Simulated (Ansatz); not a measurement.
```yaml
atoms:
  - { symbol: Nb, position_ang: [0.0000, 0.0000, 0.0000] }
  - { symbol: O, position_ang: [0.0000, 1.7031, 0.8866] }
  - { symbol: O, position_ang: [0.0000, -1.7031, 0.8866] }
```

Basis set: def2-TZVPP (spherical functions, with the set's core potentials past Kr). Charge 0, multiplicity 2.

Computed with Ansatz (development build ahead of 0.2.0); each method stands on the lowest determinant of its kind that the runs found. Restricted functionals stand beside restricted open-shell atoms, which can lie above the unrestricted atoms usual in DFT and then raise those values.

The atomization energy at this shape (free ground-state atoms in the same class of orbitals less the molecule, no zero-point energy) of doublet NbO₂:

```json
{"method": "PBE (restricted open-shell)", "atomization energy": "324.85 kcal/mol"}
```

Q: What does PBE0 (unrestricted) give?

A: 272.99 kcal/mol. Caution: other spin multiplicities were not run. Caution for PBE (restricted open-shell): no unrestricted run beside it, a lower state can exist.

The shape needn't be a minimum at these levels.
